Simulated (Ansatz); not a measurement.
These are frozen-core CCSD(T)/cc-pVTZ // B3LYP-D3(BJ)/def2-TZVP (Ansatz, a quantum-chemistry and plane-wave program) values and carry that method's errors.

Ansatz 0.2 input:
```yaml
crystal:
  periodic: [false, false, false]
  atoms:
    - { symbol: C, position_ang: [-1.195969, -0.643668, 0.23909] }
    - { symbol: B, position_ang: [0.18074, 0.098195, -0.018136] }
    - { symbol: N, position_ang: [1.384679, -0.649591, -0.076087] }
    - { symbol: N, position_ang: [0.198279, 1.502637, -0.216327] }
    - { symbol: H, position_ang: [-1.649832, -0.94186, -0.711637] }
    - { symbol: H, position_ang: [-1.923337, -0.009499, 0.751899] }
    - { symbol: H, position_ang: [-1.077046, -1.553317, 0.832561] }
    - { symbol: H, position_ang: [1.403909, -1.643481, 0.06265] }
    - { symbol: H, position_ang: [2.289137, -0.254741, -0.268] }
    - { symbol: H, position_ang: [1.025992, 2.03669, -0.417484] }
    - { symbol: H, position_ang: [-0.636552, 2.058634, -0.178529] }
basis:
  gaussian: { orbitals: cc-pVTZ }
correlation:
  method: ccsd_t
```

Output:

```
Functional definition: HF
1234 factors; integrals over basis functions are off by at most 1.3e-3 eV
mean field evaluation 1: about -4776.1850 eV, gradient 4.7e1 eV
mean field evaluation 2: about -4776.1865 eV, gradient 4.7e1 eV
mean field evaluation 4: about -4780.8799 eV, gradient 3.3e0 eV
mean field evaluation 8: about -4780.9224 eV, gradient 1.6e-4 eV
mean field evaluation 16: about -4780.9218 eV, gradient 1.9e-1 eV
mean field -4780.92235315 eV, -175.6956558526 hartree, gradient 1.4e-6 eV, S^2 0.000000; 0 other end points of the search recorded, 0 dependent functions left out
4 core orbitals not correlated
reference -4780.92235315 eV, -175.6956558526 hartree; 12, 12 occupied and 202, 202 virtual orbitals, 1234 factors
second order -19.36990365 eV of doubles, -0.00000000 eV of singles
cycle   1  -19.83312046 eV  change   -4.6e-1 eV  update   7.8e-2
cycle   2  -20.24484176 eV  change   -4.1e-1 eV  update   2.2e-2
cycle   3  -20.31684965 eV  change   -7.2e-2 eV  update   1.0e-2
cycle   4  -20.30954141 eV  change    7.3e-3 eV  update   2.6e-3
cycle   5  -20.31014374 eV  change   -6.0e-4 eV  update   1.2e-3
cycle   6  -20.31002097 eV  change    1.2e-4 eV  update   3.0e-4
cycle   7  -20.30988872 eV  change    1.3e-4 eV  update   8.9e-5
cycle   8  -20.30988340 eV  change    5.3e-6 eV  update   2.8e-5
perturbative correction -0.76672147 eV, -0.0281764943 hartree
Total energy: -4801.99895802 eV, -176.4702067954 hartree
```

Cost: roughly 3 core-minutes.
